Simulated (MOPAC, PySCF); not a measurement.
H3GaO3, SMILES `[OH][Ga]([OH])[OH]`, neutral singlet in the gas phase. 

Z-matrix (Å, degrees):
```
Ga
O 1 1.7643
H 2 0.9608 1 113.63
O 1 1.7700 2 117.27 3 -180.00
H 4 0.9596 1 115.78 2 -179.99
O 1 1.7786 2 117.93 3 0.00
H 6 0.9595 1 116.68 2 -180.00
```
Charge 0, multiplicity 1.

All levels are single points at this geometry (CAM-B3LYP-D3(BJ)/def2-TZVP); Pople sets use spherical d functions. Orbital energies aren't observables, and empty levels follow the basis.

```csv
level,HOMO (eV),LUMO (eV),gap (eV),dipole (D),"vertical IE, Delta-SCF (eV)"
CAM-B3LYP-D3(BJ)/def2-TZVP in PySCF,-10.43,-0.09,10.33,2.79,–
B3LYP/3-21G in PySCF,-7.41,-0.90,6.52,3.35,–
B3LYP/LANL2DZ in PySCF,-8.45,-1.10,7.35,3.68,–
BP86/6-31G* in PySCF,-6.90,-1.81,5.09,2.83,–
M06-2X/6-31G* in PySCF,-10.31,-0.21,10.10,3.07,–
HF/3-21G in PySCF,-12.49,2.54,15.03,3.79,–
HF/6-31G* in PySCF,-13.17,2.02,15.19,3.25,10.47
HF/STO-3G in PySCF,-7.65,6.89,14.54,2.28,–
PM3 in MOPAC,-11.26,-1.83,9.43,2.35,–
```
